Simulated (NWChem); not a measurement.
## Basis-set convergence for H2BBr

SMILES: BrB
```xyz
4

B      0.0000     0.0000     1.5589
H     -1.0586     0.0000     2.1226
H      1.0586     0.0000     2.1226
Br     0.0000     0.0000    -0.3440
```
Charge 0, spin multiplicity 1.

The numbers come from NWChem runs, not from measurements. The geometry was optimised at B3LYP/def2-SVP, a minimum by its harmonic frequencies.

Quantity: first vertical ionisation energy at the level G0W0@PBE.

The Hamiltonian is non-relativistic. GW and range-separated runs recompute their integrals, the others keep them in memory, which bears on the times. The structure started from a generated list of species.

The cost column gives rough processor time relative to def2-SVP; each entry includes its own SCF.

```json
[
 {"basis": "def2-SVP", "functions": "56", "first vertical ionisation energy (eV)": "9.93", "relative cost": "1"},
 {"basis": "def2-SVPD", "functions": "77", "first vertical ionisation energy (eV)": "9.93", "relative cost": "under 3"},
 {"basis": "def2-TZVP", "functions": "91", "first vertical ionisation energy (eV)": "?", "relative cost": "under 3"},
 {"basis": "def2-QZVP", "functions": "192", "first vertical ionisation energy (eV)": "?", "relative cost": "20"}
]
```

### Question
What belongs in the gaps?

### Answer

- def2-TZVP, first vertical ionisation energy (eV): 10.24
- def2-QZVP, first vertical ionisation energy (eV): 10.50
